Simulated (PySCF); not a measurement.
## Electron correlation in Ne²⁺ (neon, charge +2)

[He] 2s2 2p4, high-spin 3P determinant. Computed with PySCF 2.14 in dyall-acv3z (15s9p4d2f, 76 functions), with scalar relativity by spin-free X2C-1e. Frozen: nothing; 8 electrons correlated; the 5 highest virtual orbitals of each spin left out.

```json
{"level": "CCSD", "correlation energy (mhartree)": "-224.78"}
{"level": "(T)", "correlation energy (mhartree)": "-1.87"}
{"level": "CCSD(T)", "correlation energy (mhartree)": "-226.65"}
```

Diagnostics: T1 = 0.0024, D1 = 0.0066, largest double amplitude 0.021.

Cost of the coupled-cluster step: roughly 10 core-seconds, for 8 correlated electrons.
